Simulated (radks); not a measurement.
The numbers below are computed, except where a source is named.
Question: These are the eigenvalues of the occupied orbitals of an atom or ion with whole-number occupations (hartree). Level of theory: scalar-relativistic Kohn-Sham, PW91, spin-polarised, spherical densities, finite nucleus; Fermi nuclear charge, rms radius of each element as measured or else 0.836 A^(1/3) + 0.57 fm (a radial shooting solver on a logarithmic mesh with Libxc functionals).

1s: -78.08961
2s: -7.80952
2p: -5.99937
3s: -1.67959

Which element is it, and in what charge state? The configuration may be excited. Open shells, if any, are filled with parallel spins first.

Answer: Z = 15, phosphorus, charge +3: P3+ in [Ne] 3s2. The list shows which subshells hold electrons but not how many an open one holds; the 1s level, -78.09 hartree, gives Z - s = 12.5 by -(Z - s)^2/2, which with screening and relativity narrows Z to a few neighbours, and the depths of the outer levels then fix element, charge and occupations together.
